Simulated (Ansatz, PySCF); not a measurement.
Molecule: LiI, net charge 0, singlet state. SMILES: [Li][I]
Coordinates optimised at B3LYP-D3(BJ)/def2-TZVP (Ansatz, a first-principles code):
```xyz
2

Li     0.0000     0.0000    -2.2643
I      0.0000     0.0000     0.1282
```

Property: atomisation energy (electronic, to ground-state atoms), in kcal/mol. Valence correlation only, unless marked. UHF or UKS for open shells. Spin-orbit coupling is left out. The frozen core is the preceding noble-gas configuration, with the filled d and f shells of earlier blocks. Past Kr the def2 sets carry scalar-relativistic core potentials. The coupled-cluster limit lacks core correlation, which all-electron functionals hold. CBS(X,Y): correlation extrapolated as X^-3; Hartree-Fock from the larger set.

| level | program | atomisation energy (kcal/mol) | minus last row |
|---|---|---|---|
| BP86-D4/def2-TZVPD | PySCF + dftd4 | 85.7 | -4.2 |
| r2SCAN-D3(BJ)/def2-TZVPD | Ansatz + dftd3 | 86.5 | -3.4 |
| r2SCAN0/def2-TZVPD | Ansatz | 86.1 | -3.8 |
| B2PLYP-D3(BJ)/def2-TZVPD | Ansatz + dftd3 | 85.2 | -4.7 |
| RPA@PBE/def2-TZVPP | Ansatz | 70.2 | -19.7 |
| RI-MP2/def2-TZVPP | Ansatz | 83.7 | -6.2 |
| CCSD/def2-TZVPP | Ansatz | 81.6 | -8.3 |
| CCSD(T)/def2-QZVPPD | Ansatz | 87.3 | -2.6 |
| CCSDT/def2-SVP | Ansatz | 78.3 | -11.6 |
| CCSD(T)/CBS(def2-TZVPPD,def2-QZVPPD) | Ansatz | 89.9 | 0.0 |
